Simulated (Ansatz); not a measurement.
Relaxation of AlBH$_{5}$OS (9 atoms, charge 1, multiplicity 1), to a largest force component of 0.015 eV/Å in at most 40 steps.

Computed with RKS B3LYP/6-31G* in Ansatz 0.2.0.

```xyz
9
Properties=species:S:1:pos:R:3
B 1.564 1.757 -0.313
Al 0.716 -0.048 -0.814
O -0.734 -0.438 0.117
S -2.078 -0.925 0.763
H 1.294 2.747 -0.883
H 2.224 1.876 0.651
H 0.774 -1.322 -1.694
H -1.597 -1.455 1.945
H -2.164 -2.192 0.227
```

Task: Where does it end, and by what steps?

Result: The run converged. The force dipped under the threshold on the way, but the program's further checks kept it going. Limits of this set-up: the dipole of an ion depends on the origin. After 20 steps the energy has fallen by 0.285 eV; O3 moved furthest, 0.60 Å.

```csv
step,energy less start (eV),largest force component (eV/Å),accepted
0,0.0000,1.456,yes
1,-0.1328,0.914,yes
2,-0.1724,0.376,yes
3,-0.1837,0.226,yes
4,-0.2165,0.335,yes
5,-0.2257,0.783,yes
6,-0.2506,0.251,yes
7,-0.2686,0.136,yes
8,-0.2748,0.176,yes
9,-0.2696,0.357,no
10,-0.2784,0.040,yes
11,-0.2825,0.037,yes
12,-0.2800,0.297,no
13,-0.2842,0.055,yes
14,-0.2844,0.065,yes
15,-0.2842,0.034,no
16,-0.2846,0.011,yes
17,-0.2842,0.054,no
18,-0.2846,0.006,yes
19,-0.2847,0.010,yes
20,-0.2847,0.011,yes
```

```xyz
9
Properties=species:S:1:pos:R:3
B 1.647 1.809 -0.368
Al 0.540 0.002 -0.554
O -0.972 -0.041 0.492
S -2.128 -1.099 0.673
H 1.417 2.734 -1.083
H 2.506 1.914 0.452
H 0.517 -1.400 -1.294
H -1.765 -1.767 1.807
H -1.761 -2.152 -0.125
```

Time of the run: 2.3 min on 1 thread of Arm Neoverse N1, on a shared host, peak memory 0.15 GiB.
